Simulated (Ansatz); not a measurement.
Species: InF, charge 1, doublet. InF+ (parent SMILES [In][F], doublet).
B3LYP-D3(BJ)/def2-TZVP minimum from Ansatz (an electronic-structure program):
```xyz
2

In     0.0000     0.0000    -0.3005
F      0.0000     0.0000     1.6361
```
Charge +1, spin multiplicity 2.

Total energies in def2-TZVPP, 9 correlated electrons, 10 frozen orbitals. UHF or UKS for unpaired electrons; spin-orbit terms are left out. Correlated methods leave the cores frozen (noble-gas shells, and filled d and f shells in the p block). Past Kr the def2 sets carry scalar-relativistic core potentials. Spin-orbit terms, left out, reach several kcal/mol for Br and I, and more for heavier atoms. The spin of FIn+ (parent SMILES [F][In], doublet) was assumed, and the state is the lowest solution found for it.

| method | program | energy (Eh) | minus CCSDT(Q) (mEh) |
|---|---|---|---|
| HF | Ansatz | -288.43040 | 294.12 |
| MP2 | Ansatz | -288.71564 | 8.88 |
| CCSD | Ansatz | -288.71398 | 10.54 |
| CCSD(T) | Ansatz | -288.72361 | 0.91 |
| CCSDT(Q) | Ansatz | -288.72452 | 0.00 |

Rough core times of Ansatz's runs on a shared machine: CCSD(T) 20 s, CCSDT(Q) 3 min.
